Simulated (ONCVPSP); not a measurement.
**Scattering properties, ONCV potential for Rb**

| Quantity | Value |
| --- | --- |
| Element | rubidium |
| Generator | ONCVPSP 4.0.1 |
| Type | optimised norm-conserving Vanderbilt (ONCV) |
| Functional | PBE |
| Relativity | scalar-relativistic |
| Frozen core | [Ar] 3d10 |
| Valence charge | 9 |
| Reference configuration | 4s2 4p6 5s1 |
| Partial waves | 4s+5s: rc 1.95 bohr, ncon 3, nbas 6, qcut 7.4 1/bohr, 2 projectors; 4p: rc 2.05 bohr, ncon 4, nbas 8, qcut 5.6 1/bohr, 2 projectors, debl 1.1 Ha; d scattering state at 0.26 Ha: rc 1.90 bohr, ncon 3, nbas 7, qcut 6 1/bohr, local |
| Local potential | the d channel |
| Core correction | Teter function fitted to the true core (icmod 2), fcfact 0.35 |

The phase is arctan(r·R′/R) of the radial function R(r), unwrapped; energies in Ha, scanned from -3 to 5 Ha. A pole is an energy at which the radial function vanishes at the test radius. The pseudo phase is shifted by a multiple of π to meet the all-electron one at the reference energy, and phase errors are pseudo minus all-electron; the curves can meet again beyond the range given. Levels narrower than the energy grid can be missing from the lists of poles.

```json
{"channel": "s", "radius (bohr)": "1.97", "reference energy (Ha)": "-0.08", "poles, all-electron": "-0.53", "poles, pseudo": "-0.53", "unbroken range about the reference energy with phases within 0.05 rad": "the whole range", "phase error 1 Ha above the reference energy (rad)": "-0.000"}
{"channel": "p", "radius (bohr)": "2.08", "reference energy (Ha)": "-0.59", "poles, all-electron": "0.15", "poles, pseudo": "0.15, 4.48", "unbroken range about the reference energy with phases within 0.05 rad": "below 2.0", "phase error 1 Ha above the reference energy (rad)": "-0.000"}
{"channel": "d", "radius (bohr)": "1.93", "reference energy (Ha)": "0.26", "poles, all-electron": "2.00", "poles, pseudo": "1.98", "unbroken range about the reference energy with phases within 0.05 rad": "below 3.9", "phase error 1 Ha above the reference energy (rad)": "-0.001"}
```

Phases in the s channel:

```tsv
E (Ha)	all-electron	pseudo
-2.98	1.183	1.182
-2.76	1.135	1.135
-2.54	1.066	1.066
-2.32	0.961	0.961
-2.10	0.778	0.778
-1.88	0.419	0.419
-1.66	-0.236	-0.236
-1.44	-0.867	-0.867
-1.22	-1.203	-1.203
-1.00	-1.380	-1.380
-0.78	-1.487	-1.487
-0.56	-1.561	-1.561
-0.34	-1.619	-1.619
-0.12	-1.669	-1.669
0.10	-1.716	-1.716
0.32	-1.763	-1.763
0.54	-1.814	-1.814
0.76	-1.875	-1.875
0.98	-1.952	-1.952
1.20	-2.056	-2.057
1.42	-2.211	-2.213
1.64	-2.458	-2.462
1.86	-2.853	-2.863
2.08	-3.362	-3.376
2.30	-3.791	-3.804
2.52	-4.063	-4.074
2.74	-4.230	-4.239
2.96	-4.338	-4.346
3.18	-4.413	-4.421
3.40	-4.468	-4.476
3.62	-4.511	-4.518
3.84	-4.545	-4.552
4.06	-4.572	-4.580
4.28	-4.596	-4.604
4.50	-4.616	-4.625
4.72	-4.634	-4.644
4.94	-4.650	-4.661
```
